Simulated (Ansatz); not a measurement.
One change: `[CH3][SnH]([CH3])[Cl]` becomes `[CH3][Sn]([CH3])([Cl])[Cl]`.

Ansatz, PBE0-D4/def2-TZVP geometries, multiplicity 1. 

Elements past krypton have def2 core potentials.

```
                                          property  `[CH3][SnH]([CH3])[Cl]`
               HOMO–LUMO gap (PBE/def2-TZVPP) / eV                     5.81
size of the dipole moment (ωB97M-V/def2-TZVPP) / D                     3.18
             LUMO energy (ωB97M-V/def2-TZVPP) / eV                     1.54
  size of the dipole moment (B3LYP/def2-TZVPP) / D                     3.18
             HOMO energy (ωB97M-V/def2-TZVPP) / eV                   -10.24
    size of the dipole moment (PBE/def2-TZVPP) / D                     3.09
```

Task: What does the change do to each property? (An estimate is asked.)

Result: Computed: 
```csv
property,`[CH3][Sn]([CH3])([Cl])[Cl]`,shift
HOMO–LUMO gap (PBE/def2-TZVPP) / eV,5.29,-0.52
size of the dipole moment (ωB97M-V/def2-TZVPP) / D,3.78,0.60
LUMO energy (ωB97M-V/def2-TZVPP) / eV,1.14,-0.40
size of the dipole moment (B3LYP/def2-TZVPP) / D,3.80,0.62
HOMO energy (ωB97M-V/def2-TZVPP) / eV,-10.48,-0.24
size of the dipole moment (PBE/def2-TZVPP) / D,3.71,0.62
```

With PBE0 the HOMO falls by 0.27 eV and the LUMO falls by 0.72 eV, so the gap narrows by about 0.45 eV. PBE moves the HOMO by -0.26 eV and ωB97M-V by -0.24 eV. Dipoles are sizes alone; their direction can turn.

Positive LUMOs are unbound, so they and the gaps depend on the basis.

B3LYP here is the variant with VWN-RPA as its local correlation; programs differ in this.
